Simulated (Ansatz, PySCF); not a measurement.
System: CH$_{2}$NO, charge 0, doublet. CH2NO (SMILES [NH]C=O, doublet).
B3LYP-D3(BJ)/def2-TZVP minimum from Ansatz (an electronic-structure program):
```
C
O 1 1.2023
N 1 1.3855 2 125.92
H 3 1.0255 1 111.59 2 -114.94
H 1 1.1150 2 122.69 3 174.83
```
Charge 0, spin multiplicity 2.

Atomisation energy term by term, kcal/mol (programs: Ansatz). Open shells are spin-unrestricted; no spin-orbit coupling. Correlated methods leave the cores frozen. Rows without X2C or -DK are non-relativistic. CBS(X,Y): correlation extrapolated as X^-3, Hartree-Fock from the larger set. A bracket is a step between two methods taken in the basis named. '+ core + X2C': CCSD(T) terms for core correlation (cc-pwCVTZ) and scalar relativity (cc-pVTZ-DK). Where a partner has so few electrons that a lower coupled-cluster level is exact, that level stands in.

```
term                                                          basis  kcal/mol
-----------------------  ------------------------------------------  --------
Hartree-Fock                                                cc-pVQZ    283.89
CCSD correlation                               CBS(cc-pVTZ,cc-pVQZ)    146.72
(T)                                            CBS(cc-pVTZ,cc-pVQZ)     11.75
CCSDT(Q) - CCSD(T)                                          cc-pVDZ      1.00
core correlation                                          cc-pwCVTZ      1.79
scalar relativity                                   X2C, cc-pVTZ-DK     -0.51
minus zero-point energy  Hessian by PySCF at B3LYP-D3(BJ)/def2-TZVP    -18.50
sum: D0                                                                 426.1
```
